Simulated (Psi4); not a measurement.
C₃H₉BO₂, singlet, at a GFN2-xTB geometry; MP2/def2-TZVPD (Psi4).

Here is a job for Psi4.
```
memory 2 GB

molecule {
0 1
  B     0.22489910    0.01283859    1.16061416
  O     0.10243013   -0.78590198    2.25127035
  H     0.53384469   -0.49800528    3.05740563
  O     0.92732887    1.17180693    1.17091057
  H     1.35035985    1.42130009    1.99381864
  C    -0.51221786   -0.43920289   -0.18070686
  C     0.02723390    0.21637550   -1.45357940
  C    -0.75197314   -0.21531579   -2.68989399
  H    -1.57468164   -0.19923280   -0.08921724
  H    -0.45924625   -1.52455649   -0.28089040
  H    -0.02527500    1.30019795   -1.34379971
  H     1.07903695   -0.04849025   -1.57483581
  H    -0.69589954   -1.29433854   -2.81799607
  H    -0.34927810    0.25777734   -3.58298479
  H    -1.79968588    0.06277469   -2.59693704
}

set basis def2-tzvpd
set freeze_core true

energy('mp2')
print_variables()
```

It wrote (shortened):

```
    SCF Algorithm Type (re)set to DF.

   => Loading Basis Set <=

    Name: DEF2-TZVPD
    Role: ORBITAL
    Keyword: BASIS

         ---------------------------------------------------------
                                   SCF
               by Justin Turney, Rob Parrish, Andy Simmonett
                          and Daniel G. A. Smith
                              RHF Reference
         ---------------------------------------------------------

  ==> Geometry <==

    Molecular point group: c1
    Full point group: C1

    Geometry (in Angstrom), charge = 0, multiplicity = 1:

       Center              X                  Y                   Z               Mass
    ------------   -----------------  -----------------  -----------------  -----------------
         B            0.200516180226     0.006826523151     1.065997699839    11.009305360000
         O            0.078047210226    -0.791914046849     2.156653889839    15.994914619570
         H            0.509461770226    -0.504017346849     2.962789169839     1.007825032230
         O            0.902945950226     1.165794863151     1.076294109839    15.994914619570
         H            1.325976930226     1.415288023151     1.899202179839     1.007825032230
         C           -0.536600779774    -0.445214956849    -0.275323320161    12.000000000000
         C            0.002850980226     0.210363433151    -1.548195860161    12.000000000000
         C           -0.776356059774    -0.221327856849    -2.784510450161    12.000000000000
         H           -1.599064559774    -0.205244866849    -0.183833700161     1.007825032230
         H           -0.483629169774    -1.530568556849    -0.375506860161     1.007825032230
         H           -0.049657919774     1.294185883151    -1.438416170161     1.007825032230
         H            1.054654030226    -0.054502316849    -1.669452270161     1.007825032230
         H           -0.720282459774    -1.300350606849    -2.912612530161     1.007825032230
         H           -0.373661019774     0.251765273151    -3.677601250161     1.007825032230
         H           -1.824068799774     0.056762623151    -2.691553500161     1.007825032230

  Running in c1 symmetry.

  Rotational constants: A =      0.26503  B =      0.05714  C =      0.04857 [cm^-1]
  Rotational constants: A =   7945.50508  B =   1713.03018  C =   1456.15179 [MHz]
  Nuclear repulsion =  230.354936918728413

  Charge       = 0
  Multiplicity = 1
  Electrons    = 48
  Nalpha       = 24
[...]
  @DF-RHF Final Energy:  -293.49681152275912
    Total Energy =                       -293.4968115227591170
[...]

  //>>>>>>>>>>>>>>>>>>>>>>>>>>>>>>>>>>>//
  //               DFMP2               //
  //<<<<<<<<<<<<<<<<<<<<<<<<<<<<<<<<<<<//

   => Loading Basis Set <=

    Name: (DEF2-TZVPD AUX)
    Role: RIFIT
    Keyword: DF_BASIS_MP2

	 --------------------------------------------------------
	                          DF-MP2
	      2nd-Order Density-Fitted Moller-Plesset Theory

	        Rob Parrish, Justin Turney, Andy Simmonett,
	           Ed Hohenstein, and C. David Sherrill
	 --------------------------------------------------------

   => Auxiliary Basis Set <=

  Basis Set: (DEF2-TZVPD AUX)
    Blend: DEF2-TZVPD-RI
    Number of shells: 246
    Number of basis functions: 768
    Number of Cartesian functions: 924
    Spherical Harmonics?: true
    Max angular momentum: 4

	 --------------------------------------------------------
	                 NBF =   309, NAUX =   768
	 --------------------------------------------------------
	   CLASS    FOCC     OCC    AOCC    AVIR     VIR    FVIR
	   PAIRS       6      24      18     285     285       0
	 --------------------------------------------------------

	-----------------------------------------------------------
	 ==================> DF-MP2 Energies <====================
	-----------------------------------------------------------
	 Reference Energy          =    -293.4968115227591170 [Eh]
	 Singles Energy            =      -0.0000000000000000 [Eh]
	 Same-Spin Energy          =      -0.2616656664733482 [Eh]
	 Opposite-Spin Energy      =      -0.8234560541505966 [Eh]
	 Correlation Energy        =      -1.0851217206239447 [Eh]
	 Total Energy              =    -294.5819332433830482 [Eh]
	-----------------------------------------------------------
	 ================> DF-SCS-MP2 Energies <==================
	-----------------------------------------------------------
	 SCS Same-Spin Scale       =       0.3333333333333333 [-]
	 SCS Opposite-Spin Scale   =       1.2000000000000000 [-]
	 SCS Same-Spin Energy      =      -0.0872218888244494 [Eh]
	 SCS Opposite-Spin Energy  =      -0.9881472649807159 [Eh]
	 SCS Correlation Energy    =      -1.0753691538051653 [Eh]
	 SCS Total Energy          =    -294.5721806765643009 [Eh]
	-----------------------------------------------------------

  Variable Map:
  ----------------------------------------------------------------------------
[...]
  Array Variable Map:
  ----------------------------------------------------------------------------
[...]
[...]
```
